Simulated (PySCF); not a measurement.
A structure optimised at PBE0-D3(BJ)/def2-SVP (Å):
```
Cl
Sn  1  2.3161
Cl  2  2.3116  1  108.26
Cl  2  2.3129  1  111.08  3  -120.45
Cl  2  2.3122  1  110.43  3   120.16
```
Z-matrix in Å and degrees, rows numbered from 1.

Neutral, closed shell.

(1) Read off the bonds between heavy atoms and their formal orders.

(2) Write the SMILES.

(3) Describe the place of each heavy atom.

(4) What is the arrangement about Sn2?

Results:

(1) Cl1–Sn2 (single); Sn2–Cl3 (single); Sn2–Cl4 (single); Sn2–Cl5 (single).

(2) `[Cl][Sn]([Cl])([Cl])[Cl]`, SnCl4.

(3) Cl1/Cl3/Cl4/Cl5: chlorine bonded to Sn; Sn2: tin bonded to 4 Cl.

(4) It has 4 neighbours (Cl1, Cl3, Cl4, Cl5) and is tetrahedral (angles from 107.7° to 111.1°).

The numbers are calculated, not measured.

---

Distances in Å between the heavy atoms of a computed structure (PBE0-D3(BJ)/def2-SVP; lower triangle, same order across):
```
C1    0.00
C2    1.36  0.00
C3    1.36  1.36  0.00
```

Hydrogens: 1 on C1, 1 on C2, 1 on C3.

Charge +1, singlet.

(1) Read off the bonds between heavy atoms and their formal orders.

(2) Give the structure as a SMILES string.

(3) Which rings does it hold (smallest set)?

(4) Classify the heavy atoms.

Results:

(1) C1–C2 (aromatic); C2–C3 (aromatic); C1–C3 (aromatic). The orders are those of one drawing; other resonance forms can be drawn. The aromatic marks follow RDKit's electron count.

(2) `c1c[cH+]1`, [C3H3]+.

(3) C1–C2–C3 (3 members).

(4) C1/C2/C3: unsaturated ring CH carbon.
